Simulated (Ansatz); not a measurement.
Cs3I2. Total charge 0; doublet. Geometry PBE-D4/def2-SVP; atoms count from 1.

Cartesian coordinates in Å:
```
Cs -0.9821 1.4610 2.0066
Cs 0.1395 0.0203 -2.6782
Cs 1.3130 -3.4255 1.4016
I 2.1157 0.0956 0.4668
I -2.5860 1.8487 -1.1968
```

In the def2 sets Cs, I take a core potential; there is no spin–orbit coupling. Another isomer (doublet) lies 0.08 eV lower at PBE0-D4/def2-TZVP; other spin states weren't run for this one.

Q: Estimate the Mulliken populations from the PBE0/def2-TZVP orbitals of Ansatz.

A: 
```tsv
atom	charge (e)	spin (α − β)
Cs1	0.73	0.08
Cs2	0.73	0.07
Cs3	0.07	0.85
I4	-0.77	0.00
I5	-0.77	0.00
```
Mulliken values and Mayer orders depend strongly on the basis.

Q: Where does the spin sit?

A: Summed by element: Cs 1.00, I 0.00, of 1 unpaired in all. Largest on single atoms: Cs3 0.85, Cs1 0.08, Cs2 0.07.
